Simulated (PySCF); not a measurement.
Choosing a molecule for a target property.

Each SMILES stands for a single optimised conformer of the isolated species (atoms past krypton carry core potentials, spin–orbit coupling is left out); the electronic structure was computed with PySCF and density fitting.

Dipoles, sizes and rotational constants follow the conformer. The torsions of the flexible species, by atom-mapped SMILES:
- `[CH3:1][O:2][CH2:3][Ga@@H-:4]1[O:5][CH:6]=[CH:7][CH:8]=[O+:9]1`: C1–O2–C3–Ga4 179°, O2–C3–Ga4–O5 48°

(1) Wanted: HOMO–LUMO gap below 5.5 eV (PBE0/def2-SVPD) and lowest triplet excitation (Tamm–Dancoff) below 5.8 eV (TDA PBE0/def2-SVPD), at PBE0-D3(BJ)/def2-SVP geometries. Which candidate meets both?
A. `CN[SiH3]`
B. `CO[CH2][Ga@@H-]1[O]C=CC=[O+]1`
C. `C[C]#[Mo]([OH])([OH])[OH]`
D. `CN[Si](Cl)(Cl)NC`

(2) Wanted: lowest singlet excitation above 5 eV (TDDFT PBE0/def2-SVPD) and static isotropic polarisability above 86 au (PBE0/def2-SVPD), at PBE0-D3(BJ)/def2-SVP geometries. Which candidate meets both?
A. `CN[SiH3]`
B. `C[C]#[Mo]([OH])([OH])[OH]`
C. `CN[Si](Cl)(Cl)NC`
D. `CO[CH2][Ga@@H-]1[O]C=CC=[O+]1`

## Answers

(1) B. Computed values:
```csv
species,HOMO–LUMO gap,lowest triplet excitation (Tamm–Dancoff)
CO[CH2][Ga@@H-]1[O]C=CC=[O+]1,5.00 eV,2.88 eV
C[C]#[Mo]([OH])([OH])[OH],5.96 eV,3.21 eV
CN[SiH3],7.12 eV,5.42 eV
CN[Si](Cl)(Cl)NC,7.57 eV,6.09 eV
```

(2) C. Computed values:
```csv
species,lowest singlet excitation,static isotropic polarisability
C[C]#[Mo]([OH])([OH])[OH],3.91 eV,78.9 au
CO[CH2][Ga@@H-]1[O]C=CC=[O+]1,4.12 eV,98.9 au
CN[SiH3],5.70 eV,50.9 au
CN[Si](Cl)(Cl)NC,6.35 eV,92.7 au
```
